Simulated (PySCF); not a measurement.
Li (SMILES [Li-]), charge -1, singlet (in this run its highest filled SCF level lies above zero, so its values depend strongly on the basis, on diffuse functions most of all). Base run: M062X/cc-pVDZ (PySCF).

PySCF was given this input:
```python
from pyscf import gto, scf, dft, solvent

mol = gto.M(
    atom='''
Li    0.00000000    0.00000000    0.00000000
''',
    basis='cc-pvdz',
    charge=-1,
    verbose=4,
)

mf = dft.RKS(mol)
mf.xc = 'm062x'
mf.kernel()
```

Variants of this job, named by their change:

```
change                                                  ΔE vs base (kJ/mol)  HOMO-LUMO gap (eV)
------------------------------------------------------  -------------------  ------------------
base                                                                   0.00                2.77
model = IEF-PCM; solvent = chloroform; vdw_scale = 1.1               -126.3                3.51
model = COSMO; solvent = chloroform                                     [?]                 [?]
model = IEF-PCM; solvent = toluene                                    -98.9                3.27
model = IEF-PCM; solvent = chloroform; vdw_scale = 1.4                  [?]                 [?]
model = ddCOSMO; solvent = chloroform                                 -37.2                3.34
model = IEF-PCM; solvent = chloroform; vdw_scale = 1.0               -109.1                3.55
model = C-PCM; solvent = chloroform                                  -138.2                3.46
model = IEF-PCM; solvent = chloroform                                -138.2                3.46
model = IEF-PCM; solvent = 2-propanol                                -169.5                3.59
model = IEF-PCM; solvent = chloroform; r_probe = 0.5                 -151.6                3.26
model = IEF-PCM; solvent = dimethylsulfoxide                            [?]                 [?]
```

Question: Complete the blanks.

Answer: 
- model = COSMO; solvent = chloroform, ΔE vs base (kJ/mol): -123.8
- model = COSMO; solvent = chloroform, HOMO-LUMO gap (eV): 3.39
- model = IEF-PCM; solvent = chloroform; vdw_scale = 1.4, ΔE vs base (kJ/mol): -150.0
- model = IEF-PCM; solvent = chloroform; vdw_scale = 1.4, HOMO-LUMO gap (eV): 3.32
- model = IEF-PCM; solvent = dimethylsulfoxide, ΔE vs base (kJ/mol): -175.6
- model = IEF-PCM; solvent = dimethylsulfoxide, HOMO-LUMO gap (eV): 3.62

The base is the gas phase, so ΔE is the electrostatic part of solvation at a fixed geometry, without cavity and dispersion terms.

The gas-phase anion may not be bound at this level, which the solvent then changes.
